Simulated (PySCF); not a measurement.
A calculated (CAM-B3LYP, PySCF 2.14, aug-cc-pVTZ-DK, the spin-free X2C one-electron Hamiltonian (Gaussian nucleus)) atom or ion has these occupied shells.

```csv
shell,electrons,orbital energy (eV),"rms radius, mean of both spins (bohr)"
1s α,1,-10268.6,0.0560
1s β,1,-10268.5,0.0560
2s α,1,-1281.1,0.236
2s β,1,-1281.1,0.236
2p α,3,-1115.4,0.211
2p β,3,-1115.4,0.211
3s α,1,-156.57,0.700
3s β,1,-156.55,0.700
3p α,3,-106.13,0.738
3p β,3,-106.09,0.738
3d α,5,-24.168,0.919
3d β,5,-24.117,0.919
4s α,1,-11.659,2.55
4s β,1,-10.830,2.55
4p α,1,-4.781,3.65
```

(1) Name the element and its charge.

Answers

(1) Ga (gallium, neutral), in [Ar] 3d10 4s2 4p1, 2P determinant.
